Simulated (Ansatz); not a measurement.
CH6BIOSi (`CB[SiH](O)I`). Total charge 0; spin multiplicity 1. I takes the def2 core potential. The geometry is a stationary point of PBE0-D4/def2-TZVP. It is one conformer, not always the lowest.

```xyz
11

C    -1.541    0.311   -0.775
B    -0.472    0.825    0.227
Si    1.253   -0.102    0.521
O     1.710   -1.125   -0.677
I     0.215   -1.317    2.434
H    -2.567    0.421   -0.416
H    -1.384   -0.697   -1.160
H    -1.453    0.995   -1.636
H    -0.685    1.781    0.917
H     2.438    0.581    1.100
H     2.484   -1.673   -0.536
```

Q: What is the dipole moment at r2SCAN/def2-TZVPP? (Best estimate.)

A: Ansatz gave: 1.70 D, with components (1.08, 0.17, -1.31) D in this frame, pointing from negative to positive charge.

Q: And with PBE, B3LYP, ωB97M-V? (Best estimate.)

A: Computed: PBE 1.59 D, B3LYP 1.73 D, ωB97M-V 1.88 D.

Q: Give the Mulliken charges with r2SCAN, ωB97M-V, PBE in def2-TZVPP. (Best estimate.)

A: Computed: 
```json
{"atom": "C1", "r2SCAN": "-0.20", "ωB97M-V": "-0.32", "PBE": "-0.30"}
{"atom": "B2", "r2SCAN": "0.03", "ωB97M-V": "-0.06", "PBE": "0.03"}
{"atom": "Si3", "r2SCAN": "0.43", "ωB97M-V": "0.32", "PBE": "0.30"}
{"atom": "O4", "r2SCAN": "-0.40", "ωB97M-V": "-0.36", "PBE": "-0.34"}
{"atom": "I5", "r2SCAN": "-0.20", "ωB97M-V": "-0.19", "PBE": "-0.17"}
{"atom": "H6", "r2SCAN": "0.08", "ωB97M-V": "0.12", "PBE": "0.11"}
{"atom": "H7", "r2SCAN": "0.07", "ωB97M-V": "0.12", "PBE": "0.11"}
{"atom": "H8", "r2SCAN": "0.07", "ωB97M-V": "0.11", "PBE": "0.10"}
{"atom": "H9", "r2SCAN": "0.02", "ωB97M-V": "0.11", "PBE": "0.04"}
{"atom": "H10", "r2SCAN": "-0.10", "ωB97M-V": "-0.04", "PBE": "-0.08"}
{"atom": "H11", "r2SCAN": "0.20", "ωB97M-V": "0.18", "PBE": "0.19"}
```

B3LYP here is the variant with VWN-RPA as its local correlation; programs differ in this.
